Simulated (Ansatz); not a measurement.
CH2Cl2OSi, SMILES `ClC1(Cl)O[SiH2]1`. The species carries charge 0 and has multiplicity 1.

Z-matrix (Å, degrees):
```
C
Cl 1 1.757
O 1 1.409 2 113.4
Cl 1 1.757 2 111.1 3 -129.1
Si 1 1.815 2 122.9 3 70.2
H 5 1.475 1 121.3 2 161.2
H 5 1.475 1 121.3 2 -2.7
```

(1) List the harmonic frequencies (cm⁻¹, unscaled) at PBE0-D4/def2-TZVP in Ansatz. (Best estimate.)

(2) Is this a minimum?

(3) Give the ideal-gas thermochemistry at 298.15 K and 1 bar (rigid rotor, harmonic oscillator; point group Cs, symmetry number 1).

(4) And at 400, 500, 600, 800 and 1000 K?

(5) Rotational constants (cm⁻¹)?

Results:

(1) Ansatz gave: 167, 252, 337, 359, 474, 489, 634, 653, 762, 824, 941, 954, 1111, 2273, 2300.

(2) Yes, all 15 modes are real.

(3) Zero-point energy 75.0 kJ/mol; H(298) − E = 92.4 kJ/mol; entropy 325.3 J/(mol·K), of which translation 169.5, rotation 116.4, vibration 39.5; G(298) − E = -4.6 kJ/mol.

(4) 
```tsv
T (K)	H − E (kJ/mol)	S (J/mol/K)	G − E (kJ/mol)
400	102.4	354.3	-39.3
500	113.6	379.1	-76.0
600	125.6	401.1	-115.0
800	151.5	438.3	-199.1
1000	179.1	469.0	-289.9
```

(5) 0.09588, 0.08114, 0.05016.
